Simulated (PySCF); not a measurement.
**Polarisability and C₆ of Cr+ (chromium, charge +1)**

[Ar] 3d4 4s1, high-spin 6D determinant (an excited configuration). All numbers are calculated (PySCF 2.14, no relativity, point nucleus, in aug-cc-pwCVTZ (10s9p7d4f3g, 127 functions)). Coupled (time-dependent) response in atomic units; α is the mean over directions.

```tsv
method	mean α (bohr³)	α xx, yy, zz	C₆ (like pair)	S(−4)
PBE0	36.67	37.16, 37.16, 35.69	207.9	1138
```

S(−4) is the Cauchy moment in α(ω) = α(0) + S(−4) ω² + …

α(iu) at PBE0:

```csv
u (hartree),α(iu) (bohr³)
0,36.67
0.0500,34.06
0.100,28.26
0.200,17.70
0.300,11.73
0.500,6.579
0.750,4.157
1.00,3.014
1.50,1.896
2.00,1.337
3.00,0.7780
5.00,0.3622
```

For an ion, C₆ is the dispersion term alone; charge-induced terms of lower order in 1/R come first.

The components differ because the open shell of this determinant is not spherical; for a pure term their mean is the scalar polarisability.
